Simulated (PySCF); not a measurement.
CHCl2, SMILES Cl[CH]Cl (connectivity only; charge and spin as stated), charge +1, multiplicity 1. Coordinates come from a B3LYP-D3(BJ)/def2-TZVP optimisation. The multiplicity is an assumed one; other spin states were not compared. The isomer is the one that the SMILES or the coordinates give; other isomers of the formula were not compared.

Method: B3LYP-D3(BJ)/def2-TZVP in PySCF.

Harmonic wavenumbers (cm⁻¹): 357, 847, 903, 1058, 1322, 3144. Rotational constants (GHz): 56.21, 3.455, 3.255; symmetry number 2.

Question: Work out the zero-point energy and the ideal-gas rigid-rotor harmonic-oscillator thermochemistry at 298.15 K and 1 atm.

Answer: ZPE = ½ Σ hcν = ½ × 7630 cm⁻¹ = 45.64 kJ/mol. H − E(el) = 56.90 kJ/mol. Entropy in J/(mol K): translation 163.99, rotation 93.59, vibration 6.47, total 264.05. G − E(el) = -21.82 kJ/mol. Cp = 46.19 J/(mol K).
